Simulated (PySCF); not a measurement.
# One molecule, many inputs

Molecule: SMILES C(/C(=C\C)C)C(Cl)Cl, C6H10Cl2; geometry GFN2-xTB.

Geometry (Å), atoms numbered from 1 in this order:
```xyz
18

C     1.893   -1.154    0.112
C     1.384    0.250    0.064
C     0.162    0.656   -0.260
C    -0.215    2.106   -0.270
C    -0.950   -0.295   -0.638
C    -1.505   -1.006    0.586
Cl   -2.687   -2.255    0.103
Cl   -2.302    0.137    1.688
H     1.216   -1.859   -0.363
H     2.042   -1.462    1.147
H     2.860   -1.211   -0.386
H     2.120    0.998    0.332
H    -0.518    2.410   -1.272
H     0.616    2.730    0.046
H    -1.057    2.280    0.399
H    -0.584   -1.059   -1.329
H    -1.757    0.249   -1.131
H    -0.727   -1.508    1.162
```

All runs: PySCF 2.14.0 with density-fitted response routines, non-relativistic, gas phase unless a solvent (IEF-PCM) is named; grid level 2, GIAOs and SCF threshold 1e-9 unless changed. The yardstick, PBE0/pcSseg-1, gives these isotropic shieldings σ (ppm, equivalent atoms averaged): C3 46.7, C2 54.9, C1 170.0, Cl7/Cl8 673.0, H12 25.92, H18 26.01, H16/H17 28.90.

Question: What do these inputs give? (1) BLYP/pcSseg-1; (2) HF/pcSseg-1; aux def2-qzvpp-jkfit

Answer: 
```tsv
run	outcome	functions	wall time	C3	C2	C1	Cl7/Cl8	H12	H18	H16/H17
1	converged	200	2.5 min	36.8	47.4	160.2	617.1	26.11	25.81	28.91
2	converged	200	42 s	53.9	61.9	178.2	758.9	26.43	26.98	29.54
```

Times are on shared hosts with different chips, so compare them loosely.

Question: Comment on the technical settings.

Answer: 
- Run 2: The functional differs from the yardstick's, which in itself moves the values. The other auxiliary basis adds little: it changes only the density-fitting error.
